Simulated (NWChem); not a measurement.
Molecule: ZrH4O; SMILES [OH][ZrH3]

Results from NWChem. Structure relaxed at the PBE0/def2-SVP level. def2 effective core potentials on Zr; no spin-orbit coupling.

For level B3LYP/STO-3G (all-electron, non-relativistic):

- highest occupied level (eV): -4.80
- orbital gap (eV): 7.18
- dipole (D): 2.39

### Question
How do the values read with level B3LYP/def2-SVP (core potentials) instead?

### Answer
| Property | Result |
|---|---|
| highest occupied level (eV) | -7.77 |
| orbital gap (eV) | 5.80 |
| dipole (D) | 2.10 |
